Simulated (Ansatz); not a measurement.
Species: WO2 (charge 0, singlet). SMILES: [W](=[O])=[O]
Structure (B3LYP-D3(BJ)/def2-TZVP (Ansatz, a program for electronic structure) minimum search):
```
W
O 1 1.6888
O 1 1.6888 2 104.54
```
Charge 0, spin multiplicity 1.

Wanted: vertical triplet-singlet gap (E(triplet) - E(singlet); each state is the SCF solution reached for its spin; for the singlet the Hartree-Fock reference is unstable and T1 is 0.035), in kcal/mol. Cores are frozen in the correlated levels unless marked. Open shells are spin-unrestricted. Spin-orbit coupling is left out. The frozen core is the preceding noble-gas configuration, with the filled d and f shells of earlier blocks. In def2 rows, elements after Kr have scalar-relativistic effective core potentials. CBS(X,Y): correlation extrapolated as X^-3; Hartree-Fock from the larger set. The bracket is a focal-point correction in the basis named.

| level | program | vertical triplet-singlet gap (kcal/mol) |
|---|---|---|
| B3LYP/def2-TZVPD | Ansatz | 7.0 |
| BHLYP/def2-TZVPD | Ansatz | 0.9 |
| CAM-B3LYP/def2-TZVPD | Ansatz | 4.7 |
| wB97X-V/def2-TZVPD | Ansatz | 5.4 |
| MP2/def2-SVPD | Ansatz | 10.2 |
| RI-MP2/def2-TZVPPD | Ansatz | 10.7 |
| RI-MP2/CBS(def2-TZVPPD,def2-QZVPPD) | Ansatz | 11.4 |

**Question.** Estimate the value at RI-MP2/CBS(def2-TZVPPD,def2-QZVPPD)+[CCSD(T)-MP2]/def2-TZVPPD as computed with Ansatz.

**Answer.** 10.6 kcal/mol, so RI-MP2/CBS(def2-TZVPPD,def2-QZVPPD) differs from it by 0.8 kcal/mol.
